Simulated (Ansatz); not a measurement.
Basis-set series for AlAsBFH6Si, SMILES `F[B]([SiH3])[AlH][AsH2]`. Charge 0, multiplicity 1. The structure was optimised at the PBE0-D4/def2-TZVP level. It is one conformer, not always the lowest.

```
functional       basis  functions  energy (Eh)  HOMO (eV)  LUMO (eV)
   PBE0-D4    def2-SVP        126  -2894.93329      -6.64      -2.11
   PBE0-D4  def2-QZVPP        523  -2895.61789      -6.66      -2.21
   ωB97M-V    def2-SVP        126  -2895.34691      -8.58      -0.24
   ωB97M-V  def2-QZVPP        523  -2896.03271      -8.62      -0.40
```

Problem. Give the rows for def2-TZVPP. (Best estimate.)

Solution. Computed: 
```json
{"functional": "PBE0-D4", "basis": "def2-TZVPP", "functions": "278", "energy (Eh)": "-2895.54611", "HOMO (eV)": "-6.65", "LUMO (eV)": "-2.18"}
{"functional": "ωB97M-V", "basis": "def2-TZVPP", "functions": "278", "energy (Eh)": "-2895.96325", "HOMO (eV)": "-8.61", "LUMO (eV)": "-0.31"}
```

Scalar relativity is left out up to krypton.
